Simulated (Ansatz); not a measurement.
`F[SiH2][SiH2]F` + `N[SiH](O)F` → `O[SiH](F)N[SiH2]F` + `F[SiH3]`  (cleavage of the Si–Si bond)

Computed with Ansatz on PBE0-D4/def2-TZVP structures; ΔE is electronic, products minus reactants. CCSD(T)/CBS is the MP2 limit (def2-TZVPP, def2-QZVPP) plus CCSD(T) − MP2 in def2-TZVPP, frozen cores. This one scheme is used for every species. Functionals use def2-TZVPP. B3LYP here is the variant with VWN-RPA as its local correlation; programs differ in this. One conformer a species, not always the lowest.

CCSD(T)/CBS gives -23.1 kcal/mol.

Q: Another level gave -23.6 kcal/mol. Which?
A. B3LYP/def2-TZVPP
B. MP2/def2-TZVPP
C. PBE-D4/def2-TZVPP
D. CCSD(T)/def2-TZVPP

A: D. CCSD(T)/def2-TZVPP -23.6, B3LYP -20.9, MP2/def2-TZVPP -25.5, PBE-D4 -17.7 kcal/mol.

Largest T1 diagnostic among the species: 0.012.

From PBE to PBE0 (25 % exact exchange), in def2-TZVPP and without D4, ΔE moves by −1.8 kcal/mol. The D4 term adds −0.8 kcal/mol with B3LYP and −0.5 kcal/mol with PBE0; it sums over pairs of atoms, weighted by their polarisabilities, and B3LYP, whose exchange is more repulsive, gets the larger term.
